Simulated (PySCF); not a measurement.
# GaOCl: from structure and modes to constants

All numbers come from PBE0 in PySCF with Ga def2-TZVP, O def2-TZVP, Cl def2-TZVP; no relativity; density-fitted integrals.

The singlet minimum has C∞v symmetry. Masses (u): Ga 68.92558, O 15.99492, Cl 34.96885.

```xyz
3
charge 0 multiplicity 1, angstrom
Ga    0.0000    0.0000   -0.3879
O     0.0000    0.0000   -2.0312
Cl    0.0000    0.0000    1.6936
```

Harmonic wavenumbers (cm⁻¹): 155.1 (π, ×2), 448.6 (σ+, ×1), 957.2 (σ+, ×1).

Task: Find the principal moments of inertia and the rotational constants. What kind of rotor is it?

Result: About the centre of mass I = 176.66 u Å². With B = 16.8576/I this gives 0.09543 cm⁻¹. The molecule is linear.

Task: What is the harmonic zero-point energy?

Result: Half the sum of all 4 wavenumbers, 1716/2 = 858 cm⁻¹, which is 10.3 kJ/mol (1 cm⁻¹ = 0.0119627 kJ/mol).

Task: Find the vibrational entropy and heat capacity at 298.15 K.

Result: With u = 1.43878 ω/T, each mode gives S = R[u/(eᵘ−1) − ln(1−e⁻ᵘ)] and C = R u² eᵘ/(eᵘ−1)².
```
  ω (cm⁻¹)      u  S (J/(mol K))  C (J/(mol K))
155.1 (×2)  0.748          10.92           7.94
     448.6  2.165           3.35           5.71
     957.2  4.619           0.46           1.78
```
The sums over all modes are S = 25.6 and C = 23.4 J/(mol K); the softest mode gives 43 % of the entropy (each member, where degenerate).

Task: Give the standard entropy (298.15 K, 1 bar) by its translational, rotational, vibrational and spin parts, and Cp.

Result: Sackur–Tetrode with M = 119.89 u gives 168.6; rotation with symmetry number 1 gives 72.2; vibration 25.6; spin R ln 1 = 0.0. The total is 266.4 J/(mol K), and Cp = 7/2 R + 23.4 = 52.5 J/(mol K).

This need not be the most stable arrangement of these atoms.
